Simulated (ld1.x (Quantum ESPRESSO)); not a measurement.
## Ta: variants of one TM potential

Base potential:

ld1.x (Quantum ESPRESSO) 7.5 input, shortened:

```
&input
   title='Ta', zed=73., rel=1, dft='PBE', iswitch=3,
   config='[Xe] 4f14 5d3 6s1 6p1'
 /
 &inputp
   pseudotype=2, tm=.true., lloc=1,
   nlcc=.true., new_core_ps=.true., rcore=1.30
 /
3
6S  1  0   1.00   0.00  2.90  2.90  0.0
5D  3  2   3.00   0.00  2.05  2.05  0.0
6P  2  1   1.00   0.00  2.90  2.90  0.0
 &test
   configts(1)='5d3 6s1 6p1'
 /
```

All-electron outer shells of the reference configuration (PBE, scalar-relativistic, ld1.x):

| shell | level (eV) | outermost node (bohr) | outermost maximum (bohr) |
| --- | --- | --- | --- |
| 5p | -40.93 | 0.58 | 1.13 |
| 4f | -26.23 | – | 0.44 |
| 6s | -6.41 | 1.32 | 2.74 |
| 5d | -4.89 | 0.65 | 1.56 |
| 6p | -2.10 | 1.59 | 3.75 |

Cutoffs, loose and tight: the cutoffs (Ry, on a coarse ladder) from which the occupation-weighted sum of valence levels, in a spherical-Bessel basis at the reference potential, stays within 10 and 1 mRy of its value at 400 Ry. They do not see the model core or the augmentation charge, which bear on the density cutoff. Test errors are all-electron minus pseudo excitation energies from the reference, over the configurations 5d3 6s2 6p0; 5d3 6s1 6p0; 5d3 6s0 6p0; 5d4 6s1 6p0; 5d2 6s2 6p1; 5d4 6s0 6p0; 5d2 6s0 6p0. A dash means not determined; rows that change the core or the reference have their own tests.

| change | outcome | cutoff, loose | cutoff, tight | bound ghosts | largest test error (meV) |
| --- | --- | --- | --- | --- | --- |
| base | generated | 30 Ry | 35 Ry | none | -246 |
| core correction Bessel-smoothed model core inside 0.86 bohr | generated | 30 Ry | 35 Ry | none | -246 |
| core correction Bessel-smoothed model core inside 1.14 bohr | generated | 30 Ry | 35 Ry | none | -246 |
| core correction Bessel-smoothed model core inside 1.48 bohr | generated | 30 Ry | 35 Ry | none | -246 |
| core correction Bessel-smoothed model core inside 1.72 bohr | generated | 30 Ry | 35 Ry | none | -246 |
| core correction Bessel-smoothed model core inside 1.96 bohr | generated | 30 Ry | 35 Ry | none | -244 |
| core correction Bessel-smoothed model core inside 2.22 bohr | generated | 30 Ry | 35 Ry | none | -237 |
| core correction Bessel-smoothed model core inside 2.50 bohr | generated | 30 Ry | 35 Ry | none | -216 |

(1) What comes out with this change to the base: core correction none?

## Answers

(1) outcome: generated; cutoff, loose: 30 Ry; cutoff, tight: 35 Ry; bound ghosts: none; largest test error (meV): +82.
